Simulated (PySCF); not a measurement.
Cl3Se, doublet, at a GFN2-xTB geometry (the spin is typed, not shown lowest), with bond 4-1 at 1.3 times its length. Base run: SVWN5/3-21G (PySCF).

Geometry (Å):
```xyz
4

Se    -0.3250     0.2369     0.1764
Cl    -1.5531    -1.6964    -0.0399
Cl     0.7224     2.0176    -0.8360
Cl     2.0225    -1.1048     0.6270
```
Charge 0, spin multiplicity 2.
Orbitals are unrestricted.
All else is at PySCF's defaults.
Base energy -3756.24616 Eh.

Variants of this job, named by their change:

```tsv
change	ΔE vs base (µEh)	<S^2>	outcome
base	0.0	0.753	converged
diis = off; damp = 0.3 (with mf.diis_start_cycle = 200; with mf.max_cycle = 150)	-	-	not converged
conv_tol = 1e-11	0.0	0.753	converged
diis = off (with mf.max_cycle = 100)	-	-	not converged
diis_space = 4	-	-	not converged
level_shift = 0.1 (with mf.max_cycle = 100)	0.0	0.753	converged
DIIS = EDIIS	-	-	not converged
level_shift = 0.5 (with mf.max_cycle = 100)	-	-	not converged
solver = newton; init_guess = 1e	0.0	0.753	converged
init_guess = atom	0.0	0.753	converged
diis_space = 2	-	-	not converged
conv_tol_grad = 1e-7	0.0	0.753	converged
solver = newton	0.0	0.753	converged
```

Open shells are given as the SCF converged; they aren't shown to be the lowest states, and a large step between rows can be another state.
